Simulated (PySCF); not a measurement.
C5H7F, SMILES F[C@@H]1C(CC1)=C.

Coordinates come from a ωB97X-D3(BJ)/def2-SVP optimisation. The structure was generated by enumeration; whether it is a known compound was not checked.

Two levels are set side by side: PBE/def2-TZVP (PySCF) and CAM-B3LYP/def2-TZVP (PySCF). Same geometry, gas phase. Differences are taken from unrounded values.

```
quantity                     CAM-B3LYP    PBE  PBE minus CAM-B3LYP
---------------------------  ---------  -----  -------------------
orbital gap (eV)                  9.68   5.10                -4.58
highest occupied level (eV)      -8.78  -6.29                 2.49
lowest empty level (eV)           0.90  -1.20                -2.09
dipole moment (D)                 1.90   1.74                -0.16
mean polarisability (bohr³)       58.4   60.5                  2.1
```

PBE's occupied levels lie high since its potential decays too fast outside the molecule; exact exchange lowers them and widens the gap. PBE's more diffuse valence density responds more strongly to a field. Differences between two approximate levels are no errors against the true value.

Rough cost on one machine, each run with all the roots and properties that it gave: CAM-B3LYP against PBE within a factor of 2.
